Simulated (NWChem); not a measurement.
# C$_{2}$H$_{8}$BeN$_{2}$; SMILES C[N](C)[Be][NH2]

```xyz
13

Be     0.0002    -1.0166    -0.0001
N      0.0005    -2.5191     0.0001
H      0.0013    -3.1089     0.8252
H     -0.0001    -3.1092    -0.8248
N      0.0000     0.4917    -0.0003
C      1.2006     1.2871    -0.0013
C     -1.2009     1.2867     0.0002
H      1.2656     1.9459    -0.8915
H      1.2659     1.9473     0.8879
H      2.0978     0.6478    -0.0009
H     -1.2654     1.9468     0.8895
H     -1.2671     1.9457    -0.8899
H     -2.0979     0.6472     0.0015
```
Atoms are numbered in this order, from 1.

Computed with NWChem. Pople sets run with spherical d functions. The geometry was optimised at PBE0/def2-SVP. GIAO values for the isolated, static molecule; σ is the absolute isotropic shielding, δ = σ(reference) − σ with the isolated reference molecule computed at the same levels (13C: tetramethylsilane, 1H: tetramethylsilane, 15N: ammonia).

For level B3LYP/6-311G**:

| Quantity | Result |
|---|---|
| σ Be1 (ppm) | 95.5 |
| δ N2 (ppm) | 17.6 |
| δ H3 (ppm) | 0.38 |
| δ N5 (ppm) | 63.0 |
| δ C6 (ppm) | 42.3 |

### Question
What are these values for level B3LYP/6-31G*?

### Answer
* **σ Be1 (ppm)**: 102.5
* **δ N2 (ppm)**: 11.7
* **δ H3 (ppm)**: 0.08
* **δ N5 (ppm)**: 38.7
* **δ C6 (ppm)**: 39.8
